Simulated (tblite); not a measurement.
Compound: C7H12O2Si.
Atom-mapped SMILES: `[CH3:1][C:2](=[O:3])[C@@H:4]1[CH2:5][C@H:6]([CH:7]=[O:8])[CH2:9][SiH2:10]1` (hydrogens: H11, H12, H13 on C1; H14 on C4; H15, H16 on C5; H17 on C6; H18 on C7; H19, H20 on C9; H21, H22 on Si10)

The geometry is computed with GFN2-xTB (gas phase).

(1) List the bond lengths, angles and torsions at this level.

Answers

(1) 
```
                  bond  length (pm)
                 C1–C2        150.9
                 C2=O3        121.2
                 C2–C4        148.9
                 C4–C5        152.9
                 C5–C6        154.0
                 C6–C7        149.7
                 C7=O8        120.4
                 C6–C9        152.7
               C9–Si10        190.3
               C4–Si10        194.0
C1–H11, C1–H12, C1–H13        108.7
                C4–H14        109.0
                C5–H15        109.3
                C5–H16        109.1
                C6–H17        109.3
                C7–H18        109.9
                C9–H19        108.9
                C9–H20        108.8
              Si10–H21        145.2
              Si10–H22        147.9
```

Bonds in one row agree within 1 pm and their mean is given. A selection of angles:
```
     angle  degrees
  C1–C2–O3    122.1
  C1–C2–C4    115.5
  O3–C2–C4    122.4
  C2–C4–C5    111.6
C2–C4–Si10    113.3
C5–C4–Si10    104.3
  C4–C5–C6    108.5
  C5–C6–C7    106.7
  C5–C6–C9    106.6
  C7–C6–C9    107.3
  C6–C7–O8    121.2
C6–C9–Si10    102.0
C4–Si10–C9     93.1
```

Dihedral angles: C1–C2–C4–C5 -170° (antiperiplanar); C2–C4–C5–C6 -92° (anticlinal); C4–C5–C6–C7 61° (synclinal); C5–C6–C7–O8 -90°; C5–C6–C9–Si10 48° (synclinal); C6–C9–Si10–C4 -26° (synperiplanar); C2–C4–Si10–C9 120° (anticlinal).

The 2 C–Si bonds span 1.903 Å (C9–Si10, drawn single) to 1.940 Å (C4–Si10, drawn single), a spread of 0.037 Å. Of the pairs four or more bonds apart, O8···Si10 is among the closest relative to their van der Waals radii: 2.59 Å, 72 % of the sum of Bondi's values. The 6 C–C bonds span 1.489 Å (C2–C4, drawn single) to 1.540 Å (C5–C6, drawn single), a spread of 0.051 Å. The 5-membered ring C4–C5–C6–C9–Si10 has internal angles of 93.1° to 108.5° (sum 515°, against 540° for a flat polygon); it is puckered, 0.22 Å rms from its mean plane, widest ring torsion 54°. Si10 (SiH2 silicon) has angles from 93.1° to 122.6°.

Point group: C1 (no symmetry element, even within 0.4 Å). GFN2-xTB frequencies show an imaginary mode (66i cm⁻¹), so the point is no minimum at that level. 3 starts were optimised and ended at 0.00, 3.92 and 4.08 kcal/mol (GFN2-xTB); the lowest of these is shown.
